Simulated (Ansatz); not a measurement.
Job for Ansatz (a first-principles code): R-PBE0/def2-TZVPPD on GeH4N2 (a complex). Files ending in .json are basis or fitting sets from the Basis Set Exchange.

Ansatz 0.2 input:
```yaml
crystal:
  periodic: [false, false, false]
  atoms:
    - {symbol: N, position_ang: [-0.44036939, 0.51231994, 0.14198750]}
    - {symbol: N, position_ang: [-0.11509484, 1.18972059, -0.64869821]}
    - {symbol: Ge, position_ang: [0.10995682, -0.34119825, 3.60034001]}
    - {symbol: H, position_ang: [1.33432481, 0.26690861, 2.90035563]}
    - {symbol: H, position_ang: [0.44345479, -0.59418716, 5.07891686]}
    - {symbol: H, position_ang: [-0.26102022, -1.66832171, 2.92419083]}
    - {symbol: H, position_ang: [-1.07136070, 0.63474221, 3.50304517]}
basis:
  gaussian:
    orbitals: def2-TZVPPD.json
hamiltonian:
  xc: {name: PBE0}
scf: {lower_state_search: off}
```

It printed:

```
Functional definition: PBE0
[...]
these checks for a lower state are left out or cut short: stability, starts, cluster_reference, orbital_swaps, neighbouring_geometries, increment
integrals: 0.10 GiB planned
1020 factors; their error is unknown
mean field: 0.88 GiB planned
mean field evaluation 1: about -59552.5082 eV, gradient 2.8e1 eV
mean field evaluation 2: about -59553.1498 eV, gradient 2.1e1 eV
mean field evaluation 4: about -59553.6864 eV, gradient 8.9e-1 eV
mean field evaluation 8: about -59553.6876 eV, gradient 1.2e-2 eV
mean field evaluation 16: about -59553.9318 eV, gradient 2.1e-6 eV
mean field -59553.93180749 eV, -2188.5666268206 hartree, gradient 2.1e-6 eV, S^2 0.000000; 0 other end points of the search recorded, 0 dependent functions left out
reference -59553.93183737 eV, -2188.5666279186 hartree; 25, 25 occupied and 171, 171 virtual orbitals, 1020 factors
Total energy: -59553.93183737 eV, -2188.5666279186 hartree
Checks for a lower state left out: stability, starts, cluster_reference, orbital_swaps, neighbouring_geometries, increment
```

The run converged.

Cost: very roughly 2.1 core-seconds.
